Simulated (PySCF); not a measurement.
Circular dichroism: SMILES CC=C=C=C=C(C)N(C)C, C₉H₁₃N

Geometry:
| atom | x (Å) | y (Å) | z (Å) |
| --- | --- | --- | --- |
| C1 | 4.447 | -0.072 | 0.953 |
| C2 | 3.406 | -1.148 | 0.887 |
| C3 | 2.169 | -0.990 | 0.455 |
| C4 | 0.964 | -0.828 | 0.032 |
| C5 | -0.235 | -0.666 | -0.382 |
| C6 | -1.475 | -0.548 | -0.873 |
| C7 | -1.703 | -0.725 | -2.350 |
| N8 | -2.574 | -0.312 | -0.067 |
| C9 | -3.741 | 0.344 | -0.599 |
| C10 | -2.331 | -0.112 | 1.338 |
| H11 | 5.331 | -0.345 | 0.352 |
| H12 | 4.058 | 0.887 | 0.585 |
| H13 | 4.801 | 0.068 | 1.988 |
| H14 | 3.717 | -2.147 | 1.231 |
| H15 | -2.477 | -1.487 | -2.538 |
| H16 | -2.027 | 0.214 | -2.828 |
| H17 | -0.772 | -1.047 | -2.831 |
| H18 | -4.002 | -0.052 | -1.589 |
| H19 | -3.618 | 1.443 | -0.690 |
| H20 | -4.596 | 0.157 | 0.066 |
| H21 | -1.896 | 0.882 | 1.560 |
| H22 | -1.626 | -0.872 | 1.703 |
| H23 | -3.276 | -0.212 | 1.892 |

Level of theory: PySCF 2.14.0, TDDFT CAM-B3LYP/def2-SVPD circular dichroism and optical rotation, one conformer, gas phase. Geometry: PBE0-D3(BJ)/def2-SVP.

States above about 6.3 eV (minus the energy of the highest occupied orbital) lie near or above the ionisation threshold and depend on the basis. No stereocentre is labelled: unless the shape is locked (an allene, a helicene, a hindered biaryl), the mirror image is equally populated and a measured rotation or CD is zero.

Question: Which excitations and rotatory strengths does the calculation give?

Answer: Rotatory strengths R in 10⁻⁴⁰ esu² cm², velocity form and length form (origin at the centre of mass); f in length form.
```csv
state,E (eV),λ (nm),f,R (velocity),R (length),main
1,3.02,410,0.0007,-17.7,-17.0,HOMO→LUMO 0.95
2,4.38,283,0.004,-30.6,-31.3,HOMO−1→LUMO+1 0.91
3,4.49,276,0.322,+60.1,+60.9,"HOMO→LUMO+1 0.83, HOMO−1→LUMO 0.14"
4,5.02,247,0.018,+19.7,+19.6,"HOMO→LUMO+2 0.78, HOMO−1→LUMO 0.08"
5,5.49,226,1.729,+98.8,+100.1,"HOMO−1→LUMO 0.65, HOMO→LUMO+1 0.10"
6,5.73,216,0.057,-7.7,-6.9,"HOMO→LUMO+3 0.71, HOMO→LUMO+2 0.10"
7,5.98,207,0.034,-20.8,-21.1,HOMO→LUMO+4 0.88
8,6.04,205,0.007,-17.6,-18.4,"HOMO−2→LUMO 0.63, HOMO−4→LUMO 0.14"
9,6.17,201,0.003,-2.7,-3.0,"HOMO−1→LUMO+3 0.53, HOMO−1→LUMO+2 0.36"
10,6.44,193,0.014,+4.2,+3.9,"HOMO→LUMO+5 0.70, HOMO→LUMO+6 0.10"
11,6.71,185,0.006,-13.1,-12.2,"HOMO→LUMO+7 0.54, HOMO→LUMO+6 0.14"
12,6.76,183,0.012,-9.7,-9.3,"HOMO−1→LUMO+2 0.39, HOMO−1→LUMO+3 0.30"
```

Among the states computed, the strongest CD band (largest |R|) is state 5. The largest dissymmetry factor in size, g = 4R/(D+G), with D and G the electric and magnetic dipole strengths, is -0.13 for state 1 (velocity form, f = 0.0006), among bands with |R| over 0.5. The mirror image has the same energies and oscillator strengths and all R with the opposite sign.
